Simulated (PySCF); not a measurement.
PySCF 2.14 output of an unrestricted PBE calculation on a single atom or ion in aug-cc-pVQZ-PP with one added diffuse shell each of s, p, d, f, g type with ECP28MDF (8s8p6d4f3g, 117 functions), with a scalar-relativistic core potential:

```
SCF conv_tol = 1e-09
number electrons alpha = 13  beta = 9
    J. P. Perdew, K. Burke, and M. Ernzerhof.,  Phys. Rev. Lett. 77, 3865 (1996)
    J. P. Perdew, K. Burke, and M. Ernzerhof.,  Phys. Rev. Lett. 78, 1396 (1997)
    J. P. Perdew, K. Burke, and M. Ernzerhof.,  Phys. Rev. Lett. 77, 3865 (1996)
    J. P. Perdew, K. Burke, and M. Ernzerhof.,  Phys. Rev. Lett. 78, 1396 (1997)
cycle= 1 E= -266.670304352923  delta_E= -0.00591  |g|= 0.0381  |ddm|= 0.664
cycle= 2 E= -266.670425700411  delta_E= -0.000121  |g|= 0.025  |ddm|= 0.145
cycle= 3 E= -266.670536681046  delta_E= -0.000111  |g|= 0.000927  |ddm|= 0.0597
cycle= 4 E= -266.670536913806  delta_E= -2.33e-07  |g|= 2.37e-05  |ddm|= 0.00355
cycle= 5 E= -266.670536913996  delta_E= -1.9e-10  |g|= 2.1e-07  |ddm|= 5.12e-05
converged SCF energy = -266.670536913996  <S^2> = 6.0012086  2S+1 = 5.0004834
```

The run itself started from symmetry-adapted Hartree-Fock orbitals and held the occupation by maximum overlap, on a logarithmic radial grid, so the iterations belong to that start.

Task: Which element, charge and spin multiplicity is this?

Result: Te²⁺ (tellurium, charge +2), multiplicity 5; the state was [Kr] 4d10 5s1 5p3, high-spin 5S determinant (an excited configuration).

Energies and moments cover only the electrons outside the core potential.
